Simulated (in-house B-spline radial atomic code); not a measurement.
Values are calculated unless marked as measured or tabulated.
# Weak and strong correlation along the adiabatic connection

Two-electron singlets in several external potentials (atomic units), by full CI in B-splines with partial waves to l = 8 (correlation energies up to 0.6 % small). The repulsion is scaled by λ at fixed density; W(λ) is the mean repulsion less the Hartree energy, W(0) = E_x, and the area under W from 0 to 1 is E_xc.

Relative drop (W(λ) − E_x)/E_x:

| system | λ = 0.12 | λ = 0.25 | λ = 0.4 | λ = 0.6 | λ = 0.8 | λ = 1 |
| --- | --- | --- | --- | --- | --- | --- |
| −V exp(−r²/w²), V = 22.8, w = 0.977 | 0.0063 | 0.0129 | 0.0203 | 0.0296 | 0.0386 | 0.0471 |
| −Z exp(−kr)/r, Z = 1.4, k = 0.239 | 0.0205 | 0.0406 | 0.0614 | 0.0857 | 0.1069 | 0.1253 |
| ω²r²/2 − Z/r, ω = 0.219, Z = 0.5 | 0.0257 | 0.0500 | 0.0742 | 0.1015 | 0.1243 | 0.1435 |
| −Z/r, Z = 8 | 0.0023 | 0.0048 | 0.0077 | 0.0114 | 0.0151 | 0.0186 |
| −Z/r, Z = 0.5, wall at 8 bohr | 0.0407 | 0.0758 | 0.1081 | 0.1416 | 0.1674 | 0.1880 |
| ω²r²/2 − Z/r, ω = 0.21, Z = -1 | 0.0547 | 0.1005 | 0.1407 | 0.1798 | 0.2080 | 0.2291 |
| −V exp(−r²/w²), V = 4.88, w = 2.05 | 0.0138 | 0.0276 | 0.0425 | 0.0605 | 0.0768 | 0.0915 |

(1) Order the systems by how far second-order (GL2) theory, half the initial slope (estimated from the first points of each curve), overshoots the correlation energy, least first.
A. −Z/r, Z = 8
B. −Z exp(−kr)/r, Z = 1.4, k = 0.239
C. ω²r²/2 − Z/r, ω = 0.219, Z = 0.5
D. ω²r²/2 − Z/r, ω = 0.21, Z = -1
E. −V exp(−r²/w²), V = 22.8, w = 0.977
F. −Z/r, Z = 0.5, wall at 8 bohr
G. −V exp(−r²/w²), V = 4.88, w = 2.05

(2) What else changes along this order?

## Answers

(1) A (GL2/E_c = 1.03), E (GL2/E_c = 1.09), G (GL2/E_c = 1.19), B (GL2/E_c = 1.28), C (GL2/E_c = 1.38), F (GL2/E_c = 1.64), D (GL2/E_c = 1.75).

(2) The ratio follows the bend of the curve. With it the leading natural occupation goes from 1.999 to 1.812 and −T_c/E_c from 0.97 to 0.56 between the first and the last.
